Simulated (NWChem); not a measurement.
The numbers come from NWChem runs, not from measurements. System: CH5Si, charge 0, spin multiplicity 2, at a geometry optimised with UB3LYP/def2-SVP. The structure started from a generated list of species. Its SCF solution wasn't tested for a lower state. Level: UB3LYP/def2-TZVPD, VWN1-RPA local correlation.

Input file:

```
start mol
memory heap 200 mb stack 900 mb global 1100 mb
geometry units angstroms nocenter noautoz
  C     -0.154013     1.199984     0.000000
  Si     0.169934    -0.665019     0.000000
  H      0.283706     1.675532     0.891746
  H      0.283706     1.675532    -0.891746
  H     -1.238763     1.406552     0.000000
  H     -0.391820    -1.323630     1.221402
  H     -0.391820    -1.323630    -1.221402
  symmetry group Cs
end
basis spherical
  * library def2-tzvpd
end
dft
  xc b3lyp
  odft
  mult 2
  semidirect memsize 60000000 filesize 0
  iterations 100
end
task dft energy
```

Part of the output:

```
             Northwest Computational Chemistry Package (NWChem) 7.3.0
             --------------------------------------------------------

                                NWChem Input Module
                                -------------------

 Scaling coordinates for geometry "geometry" by  1.889725989
 (inverse scale =  0.529177249)

 Turning off AUTOSYM since
 SYMMETRY directive was detected!

                             Geometry "geometry" -> ""
                             -------------------------

 Output coordinates in angstroms (scale by  1.889725989 to convert to a.u.)

  No.       Tag          Charge          X              Y              Z
 ---- ---------------- ---------- -------------- -------------- --------------
    1 C                    6.0000    -0.15401300     1.19998400     0.00000000
    2 Si                  14.0000     0.16993400    -0.66501900     0.00000000
    3 H                    1.0000     0.28370600     1.67553200     0.89174600
    4 H                    1.0000     0.28370600     1.67553200    -0.89174600
    5 H                    1.0000    -1.23876300     1.40655200     0.00000000
    6 H                    1.0000    -0.39182000    -1.32363000     1.22140200
    7 H                    1.0000    -0.39182000    -1.32363000    -1.22140200

 Effective nuclear repulsion energy (a.u.)      55.2177346705

            Nuclear Dipole moment (a.u.)
            ----------------------------
        X                 Y               Z
 ---------------- ---------------- ----------------
     0.0000132281    -0.0000113384     0.0000000000

      Symmetry information
      --------------------

 Group name             Cs
 Group number              2
 Group order               2
 No. of unique centers     5

      Symmetry unique atoms

     1    2    3    5    6


 Summary of "ao basis" -> "" (spherical)
 ------------------------------------------------------------------------------
       Tag                 Description            Shells   Functions and Types
 ---------------- ------------------------------  ------  ---------------------
 *                         def2-tzvpd                 on all atoms

                                 NWChem DFT Module
                                 -----------------

 Summary of "ao basis" -> "ao basis" (spherical)
 ------------------------------------------------------------------------------
       Tag                 Description            Shells   Functions and Types
 ---------------- ------------------------------  ------  ---------------------
 C                         def2-tzvpd               13       37   6s3p3d1f
 Si                        def2-tzvpd               15       43   6s5p3d1f
 H                         def2-tzvpd                5        9   3s2p

 Summary of "ao basis" -> "ao basis" (spherical)
 ------------------------------------------------------------------------------
       Tag                 Description            Shells   Functions and Types
 ---------------- ------------------------------  ------  ---------------------
 C                         def2-tzvpd               13       37   6s3p3d1f
 Si                        def2-tzvpd               15       43   6s5p3d1f
 H                         def2-tzvpd                5        9   3s2p

      Symmetry analysis of basis
      --------------------------

        a'         79
        a"         46

            General Information
            -------------------
          SCF calculation type: DFT
[...]
 Vector   13  Occ=0.000000D+00  E=-9.364299D-02  Symmetry=a'
              MO Center=  5.5D-01, -7.2D-01, -1.2D-14, r^2= 3.0D+00
   Bfn.  Coefficient  Atom+Function         Bfn.  Coefficient  Atom+Function
  ----- ------------  ---------------      ----- ------------  ---------------
    56      0.454213  2 Si px                53      0.376558  2 Si px
    41      0.242552  2 Si s                 43      0.212257  2 Si s
    44     -0.142967  2 Si px                50      0.142473  2 Si px
    40     -0.134497  2 Si s                 57      0.104158  2 Si py
   109     -0.093326  6 H  s                118     -0.093326  7 H  s

 Vector   14  Occ=0.000000D+00  E=-3.607401D-04  Symmetry=a'
              MO Center= -1.8D-01,  9.8D-01, -1.3D-15, r^2= 8.5D+00
   Bfn.  Coefficient  Atom+Function         Bfn.  Coefficient  Atom+Function
  ----- ------------  ---------------      ----- ------------  ---------------
     5      4.616805  1 C  s                  6      1.991537  1 C  s
   101     -1.822414  5 H  s                 83     -1.425691  3 H  s
    92     -1.425691  4 H  s                 42     -0.970937  2 Si s
    57     -0.672840  2 Si py                 4     -0.577488  1 C  s
   105     -0.504234  5 H  px                89      0.336254  3 H  pz

 Vector   15  Occ=0.000000D+00  E= 2.135497D-02  Symmetry=a'
              MO Center=  1.5D-01, -1.7D+00, -3.1D-15, r^2= 1.0D+01
   Bfn.  Coefficient  Atom+Function         Bfn.  Coefficient  Atom+Function
  ----- ------------  ---------------      ----- ------------  ---------------
    43      3.360108  2 Si s                  6     -2.749938  1 C  s
    57      1.506822  2 Si py                56     -0.442177  2 Si px
    41     -0.379092  2 Si s                 73     -0.345214  2 Si d  2
    88      0.289554  3 H  py                97      0.289554  4 H  py
   106      0.240423  5 H  py                30      0.203125  1 C  d  2

   alpha - beta orbital overlaps
   -----------------------------

   alpha      1      2      3      4      5      6      7      8      9     10
    beta      1      2      3      6      4      5      7      8      9     10
 overlap   1.000  1.000  1.000  0.992  1.000  0.992  1.000  0.996  1.000  0.998

   alpha     11     12     13     14     15     16     17     18     19     20
    beta     11     12     13     14     15     17     16     19     18     20
 overlap   1.000  0.999  0.986  0.996  0.997  0.991  0.989  0.948  0.997  0.939

   alpha     21     22     23     24     25     26     27     28     29     30
    beta     21     22     23     25     24     26     27     28     29     30
 overlap   0.999  0.968  0.998  0.914  0.927  0.978  0.996  0.979  0.994  0.989

   alpha     31     32     33     34     35     36     37     38     39     40
    beta     32     31     33     34     35     36     37     38     39     40
 overlap   0.989  0.997  0.979  0.973  0.990  0.984  0.991  0.984  0.973  0.982

   alpha     41     42     43     44     45     46     47     48     49     50
    beta     41     42     43     44     45     46     47     48     49     50
 overlap   0.989  0.997  0.996  0.998  0.996  0.990  0.998  0.842  0.806  0.977

   alpha     51     52     53     54     55     56     57     58     59     60
    beta     51     52     53     54     55     56     57     58     59     60
 overlap   0.933  0.958  0.985  0.975  0.996  0.993  1.000  0.993  0.993  0.993

   alpha     61     62     63     64     65     66     67     68     69     70
    beta     61     62     63     64     65     66     67     68     69     70
 overlap   0.999  0.995  0.997  0.998  1.000  0.998  0.997  0.996  0.994  0.993

   alpha     71     72     73     74     75     76     77     78     79     80
    beta     71     72     73     74     75     76     77     78     79     80
 overlap   0.996  0.995  0.997  0.995  0.994  0.973  0.998  0.976  0.986  0.998

   alpha     81     82     83     84     85     86     87     88     89     90
    beta     81     82     83     84     85     86     87     88     89     90
 overlap   0.999  0.999  0.999  1.000  0.998  1.000  0.996  0.998  0.999  0.999

   alpha     91     92     93     94     95     96     97     98     99    100
    beta     91     92     93     94     95     96     97     98     99    100
 overlap   0.998  0.999  0.998  1.000  1.000  1.000  0.999  0.999  0.999  1.000

   alpha    101    102    103    104    105    106    107    108    109    110
    beta    101    102    103    104    105    106    107    108    109    110
 overlap   0.995  0.994  1.000  1.000  1.000  1.000  1.000  1.000  1.000  1.000

   alpha    111    112    113    114    115    116    117    118    119    120
    beta    111    112    113    114    115    116    117    118    119    120
 overlap   1.000  1.000  1.000  1.000  1.000  1.000  1.000  1.000  1.000  1.000

   alpha    121    122    123    124    125
    beta    121    122    123    124    125
 overlap   1.000  1.000  1.000  1.000  1.000

     --------------------------
     Expectation value of S2:
     --------------------------
      <S2> =      0.7518 (Exact =     0.7500)

 center of mass
 --------------
 x =   0.06043704 y =  -0.08725374 z =   0.00000000

 moments of inertia (a.u.)
 ------------------
         161.948712797136          18.088989567190           0.000000000000
          18.088989567190          27.406449962039           0.000000000000
           0.000000000000           0.000000000000         156.430952366735

     Multipole analysis of the density
     ---------------------------------

     L   x y z        total         alpha         beta         nuclear
     -   - - -        -----         -----         ----         -------
     0   0 0 0      0.000000    -13.000000    -12.000000     25.000000

     1   1 0 0     -0.052240     -0.614973      0.562720      0.000013
     1   0 1 0      0.332828      0.853302     -0.520463     -0.000011
     1   0 0 1      0.000000      0.000000      0.000000      0.000000

     2   2 0 0    -16.947233    -15.772336    -10.278125      9.103228
     2   1 1 0      0.066373      5.495290      3.303863     -8.732780
     2   1 0 1      0.000000      0.000000      0.000000      0.000000
     2   0 2 0    -17.035939    -56.921469    -52.706703     92.592233
     2   0 1 1      0.000000      0.000000      0.000000      0.000000
     2   0 0 2    -16.815524    -17.452637    -15.697176     16.334289

 Task  times  cpu:        9.3s     wall:        9.3s

 Total times  cpu:        9.3s     wall:        9.3s
```
